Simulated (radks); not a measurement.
Neutral lithium inside a hard spherical wall (all orbitals vanish at R), configuration held at [He] 2s1 and not refilled when levels cross. Method: non-relativistic Kohn-Sham, LDA (Slater exchange, Perdew-Wang correlation), spin-polarised, spherical densities, point nucleus; open shells are filled with parallel spins first; computed with a radial shooting solver on a logarithmic mesh with Libxc functionals. Eigenvalues in eV for spin up, with the zero of energy where the potential of the charges vanishes at infinity; a dash marks a level that is unbound or too diffuse for the functional's potential to be trusted. A positive occupied level is held by the wall or, in an anion where self-interaction has pushed it up, behind a barrier. The pressure on the wall is -dE/dV.

R (bohr),E (hartree),kinetic (hartree),e(1s),e(2s),"e(2p, empty)","e(3s, empty)",pressure (GPa)
free,-7.34328,7.249,-51.010,-3.165,-1.339,-0.055,0
15,-7.34327,7.250,-51.007,-3.163,-1.331,0.412,0.000128
12,-7.34307,7.251,-50.974,-3.144,-1.284,1.100,0.00314
8,-7.33620,7.289,-50.441,-2.758,-0.670,5.075,0.218
7,-7.32692,7.327,-49.993,-2.348,-0.125,7.885,0.651
6,-7.30557,7.400,-49.260,-1.515,0.868,12.700,2.06
5,-7.25469,7.544,-48.073,0.276,2.758,21.542,7.25
4,-7.12330,7.864,-46.095,4.545,6.665,39.544,30.8
